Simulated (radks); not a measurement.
The numbers below are computed, except where a source is named.
All-electron atom: Ce3+ in [Xe] 4f1.

Code: a radial shooting solver on a logarithmic mesh with Libxc functionals. Model: scalar-relativistic Kohn-Sham, BLYP, spin-polarised, spherical densities, finite nucleus; open shells are filled with parallel spins first (spin-orbit coupling, left out, can overturn this in heavy ions); Fermi nuclear charge, rms radius 4.8771 fm.

Energy parts (eV):
| part | energy |
|---|---|
| total | -241078.12 |
| kinetic | 255508.86 |
| electron-nucleus | -582634.46 |
| Hartree | 91743.51 |
| exchange-correlation | -5696.04 |

Orbitals (lengths in bohr, moments of r in powers of bohr; <r^-3> diverges for s and p1/2; r(90%) holds 90 % of the orbital's charge):
orbital,occ.,eigenvalue (eV),<r^2>,<r^-3>,r(90%),<r^4>
1s up,1,-40295.34,0.0008208,-,0.0443,1.775e-06
1s down,1,-40295.34,0.0008208,-,0.0443,1.775e-06
2s up,1,-6471.817,0.01306,-,0.163,0.0002930
2s down,1,-6471.816,0.01306,-,0.163,0.0002930
2p up,3,-5799.376,0.01041,7975,0.150,0.0002144
2p down,3,-5799.376,0.01041,7975,0.150,0.0002144
3s up,1,-1411.818,0.08875,-,0.409,0.01192
3s down,1,-1411.564,0.08872,-,0.409,0.01191
3p up,3,-1197.941,0.08876,1596,0.415,0.01245
3p down,3,-1197.688,0.08873,1596,0.414,0.01244
3d up,5,-893.8848,0.07582,218.7,0.397,0.01034
3d down,5,-893.6872,0.07579,218.8,0.396,0.01033
4s up,1,-304.4347,0.4582,-,0.915,0.3052
4s down,1,-303.6727,0.4581,-,0.915,0.3051
4p up,3,-234.6071,0.5176,344.3,0.981,0.4006
4p down,3,-233.8388,0.5175,344.4,0.981,0.4005
4d up,5,-134.0973,0.6420,38.76,1.12,0.6700
4d down,5,-133.3275,0.6422,38.76,1.12,0.6710
4f up,1,-28.7830,1.435,4.385,1.80,5.074
4f down,0,-28.1048,1.464,4.351,1.82,5.335
5s up,1,-63.6891,2.521,-,2.15,9.234
5s down,1,-63.2196,2.535,-,2.15,9.343
5p up,3,-45.8730,3.316,53.08,2.48,16.40
5p down,3,-45.5078,3.341,52.45,2.49,16.66

The highest occupied level is 4f up at -28.783 eV. The spin density at the nucleus is -0.007 e/bohr^3 (1s 0.002, 2s -0.053, 3s -1.249, 4s -0.232, 5s 1.526). The electron density at the nucleus is 3.979e+05 e/bohr^3 (large components only). The density falls to 0.001 e/bohr^3 at r = 3.48 bohr.
